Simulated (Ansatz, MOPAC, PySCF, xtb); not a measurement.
Breaking a bond: BrMg (cation, charge +1), lowest triplet found (which spin is the ground state isn't settled by this scan).

Methods: PM6, unrestricted, heats of formation (MOPAC); GFN1-xTB (xtb); UKS-B3LYP/6-31G* = unrestricted B3LYP/6-31G*, spherical d (PySCF); FCI = Ansatz (a quantum-chemistry and plane-wave program) with full CI/cc-pVDZ, cores with 3d frozen.

Energies relative to the lowest point of each curve between 2.27 and 3.50 Å, where full CI is lowest, in kcal/mol; the last columns give the difference from FCI:

```
R / Å   PM6  GFN1-xTB  UKS-B3LYP/6-31G*    FCI  PM6 − FCI  GFN1-xTB − FCI  UKS-B3LYP/6-31G* − FCI
-----  ----  --------  ----------------  -----  ---------  --------------  ----------------------
1.86   69.8     155.7              99.6  105.1      -35.3            50.6                    -5.5
2.04   31.3      59.7              48.4   51.2      -19.9             8.5                    -2.9
2.16   16.4      31.5              28.7   30.5      -14.1             1.0                    -1.8
2.27    7.8      17.3              17.0   18.1      -10.3            -0.8                    -1.1
2.36    3.6      10.4              10.6   11.3       -7.7            -0.9                    -0.7
2.49    0.5       4.6               4.8    5.0       -4.5            -0.5                    -0.3
2.57    0.0       2.5               2.6    2.7       -2.7            -0.2                    -0.2
2.63    0.1       1.5               1.5    1.5       -1.5            -0.1                    -0.1
2.73    0.9       0.4               0.4    0.4        0.6             0.0                     0.0
2.80    1.9       0.0               0.0    0.0        1.9             0.0                     0.0
2.94    4.5       0.0               0.0    0.0        4.4             0.0                     0.0
3.13    8.4       1.0               1.0    1.0        7.4             0.0                     0.0
3.27   11.2       2.2               2.0    2.0        9.2             0.1                     0.0
3.50   15.0       4.5               3.9    3.8       11.1             0.6                     0.0
3.77   17.9       7.1               5.9    5.7       12.2             1.4                     0.2
4.19   20.1         —               8.3    7.8       12.3               —                     0.5
4.65   21.0         —              10.0    9.2       11.8               —                     0.8
5.09   21.3         —              10.9   10.0       11.3               —                     0.9
5.74   21.5         —              11.6   10.8       10.8               —                     0.9
6.51   21.6         —              12.1   11.2       10.4               —                     0.9
7.54   21.7         —              12.3   11.5       10.3               —                     0.8
8.83   21.8         —              12.2   11.6       10.2               —                     0.6
```

PM6 is furthest from FCI at 1.86 (-35.3 kcal/mol, below); its mean absolute difference over the points is 10.0 kcal/mol.

GFN1-xTB is furthest from FCI at 1.86 (50.6 kcal/mol, above); its mean absolute difference over the points is 4.3 kcal/mol.

UKS-B3LYP/6-31G* is furthest from FCI at 1.86 (-5.5 kcal/mol, below); its mean absolute difference over the points is 0.8 kcal/mol.

Dashes: no converged value, or the column stops at the first point that the program doubted or that broke a chosen test of continuity, which isn't proof of a fault.
